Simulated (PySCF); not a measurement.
Vertical excitations of a molecule CH4O4Si from PySCF with TDA-B3LYP/def2-SVPD, as energy in eV (oscillator strength): 5.10 (0.005), 6.89 (0.010), 7.01 (0.020), 7.10 (0.054), 7.24 (0.021), 7.39 (0.007), 7.67 (0.043), 8.11 (0.024), 8.22 (0.090), 8.33 (0.034). Lowest triplet (TDA): 4.42 eV. Geometry optimised at PBE0-D3(BJ)/def2-SVP. The values are those of a single conformer.

Question: Which molecule gave these data?
(A) O=CO[SiH](O)O
(B) O=C[Si](O)(O)O
(C) O=C(O)[SiH](O)O
(D) O[Si]1(O)OCO1

Answer: C, O=C(O)[SiH](O)O
